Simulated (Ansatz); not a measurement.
A run for Ansatz (a quantum-chemistry and plane-wave program): R-PBE0/def2-TZVPP on H2OSi (SMILES O[SiH]), a point of a torsion scan.

Ansatz 0.2 input:
```yaml
crystal:
  periodic: [false, false, false]
  atoms:
    - {symbol: O, position_ang: [-0.82753632, 0.22649398, 0.23775950]}
    - {symbol: Si, position_ang: [0.66969743, 0.68293844, -0.19249300]}
    - {symbol: H, position_ang: [-1.38149753, -0.44150234, -0.17050273]}
    - {symbol: H, position_ang: [0.93359946, -0.20411611, -1.36829931]}
basis:
  gaussian:
    orbitals: def2-TZVPP
hamiltonian:
  xc: {name: PBE0}
scf: {lower_state_search: off}
```

**Question.** What total energy does the run end on?

**Answer.** -365.7396 hartree.
